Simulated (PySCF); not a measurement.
AlB$_{3}$H$_{5}$ (calculated)

All values are calculated (PySCF 2.14.0). Calculation on a computer-drawn molecule: the log of a Hartree-Fock and frozen-core CCSD(T) single point meant for a local Hartree-Fock minimum, with one planted fault or none, to be diagnosed. Offsets are logged minus clean, where the clean run is the same molecule without the fault. The reference is restricted for singlets and unrestricted otherwise, and also for a bond in bohr or an excited solution. Adding or removing an electron swaps singlet and doublet. The excited solution moves the top pair (singlet) or top alpha electron (doublet) to the lowest empty orbital. Highest occupied and lowest empty are orbital energies over both spins, largest force is the largest gradient component, triples share is (T) over the correlation energy, the T1 limit is 0.02 restricted and 0.045 unrestricted, electrons count all cores, a negative frequency is imaginary (commonest isotopes), and the dipole is about the centre of nuclear charge.

```xyz
9
formula=AlB3H5 meant_charge=0 meant_multiplicity=2 meant_basis=cc-pV(D+d)Z logged_electrons=32 logged_basis_functions=90 logged_SCF_converged=yes logged_spin_squared=0 logged_highest_occupied=-14.979 logged_lowest_empty=-5.9408 logged_largest_force=0.030886 logged_T1_diagnostic=0.01556 logged_D1_diagnostic=0.035232 logged_triples_share=0.026704 logged_CC_converged=yes logged_dipole_magnitude=3.5308 logged_SCF_stable_within_its_kind=yes logged_energy_HF=-318.52164 logged_energy_CCSD(T)=-318.86467 possible_faults=no_fault,one_electron_removed,one_electron_added,multiplicity_raised_by_two,geometry_at_a_saddle_point,SCF_held_on_an_excited_solution,minimal_basis_STO-3G,one_bond_length_entered_in_bohr,all_coordinates_scaled
B     -2.8092     1.1419     1.9525
B     -1.2561     0.8556     1.4252
Al    -0.6109     0.9154    -0.6063
B     -0.4012    -0.4866    -2.1831
H     -3.5895     0.2388     2.1171
H     -3.2167     2.2570     2.1550
H     -0.3740     0.6527     2.2250
H     -1.2729    -0.6539    -2.9961
H      0.6286    -1.0813    -2.3672
```

Units: logged_highest_occupied, logged_lowest_empty in eV; logged_largest_force in hartree/bohr; logged_dipole_magnitude in debye; logged_energy_HF, logged_energy_CCSD(T) in hartree.

Drawn bonds:
```csv
atom,other atom,order
1,2,1
2,3,1
3,4,1
1,5,1
1,6,1
2,7,1
4,8,1
4,9,1
```

Q: Which fault was planted in the run of AlB$_{3}$H$_{5}$?
A: one electron removed

Further results for AlB$_{3}$H$_{5}$:

| Quantity | Value |
| --- | --- |
| HF energy offset from clean run | 152.1 kcal/mol |
| CCSD(T) energy offset from clean run | 162.8 kcal/mol |
